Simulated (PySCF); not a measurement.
**From computed data to an observable: oscillator strength and radiative lifetime**

Mo(O)(NH)(NH2)(Me) (CH6MoN2O), SMILES [CH3][Mo](=[NH])([NH2])=[O], multiplicity 1.

The structure is a stationary point at PBE-D3(BJ)/def2-SVP. The multiplicity is an assumed one; no other spin state was optimised. The structure was generated by enumeration; whether it is a known compound was not checked. The def2 effective core potentials stand for the cores of Mo; spin–orbit coupling is left out. The values are those of a single conformer.

TDA-PBE/def2-SVPD (PySCF) puts the first singlet state with f over 0.02 at 4.88 eV (vertical), with the transition dipole (0.118, -0.526, 0.112) in atomic units.

Find the oscillator strength, the wavelength and the radiative lifetime that this transition would have in vacuum if emission retraced absorption.


|μ|² = 0.3031 au, so |μ| = 1.40 D. ΔE = 4.88/27.211 = 0.1793 hartree. f = (2/3) ΔE |μ|² = 0.036 (the program prints 0.036).
λ = 1239.84/4.88 = 254 nm; ν = 39360 cm⁻¹.
Einstein's coefficient A = 0.6670 ν² f s⁻¹ (ν in cm⁻¹) = 3.7e7 s⁻¹, so τ = 1/A = 27 ns. This state is S5; the lower singlets have f = 0.007, 0.006, 0.005, 0.002. The figure is the radiative limit of this one transition; relaxation, internal conversion, crossing to triplets and a medium change what is measured.
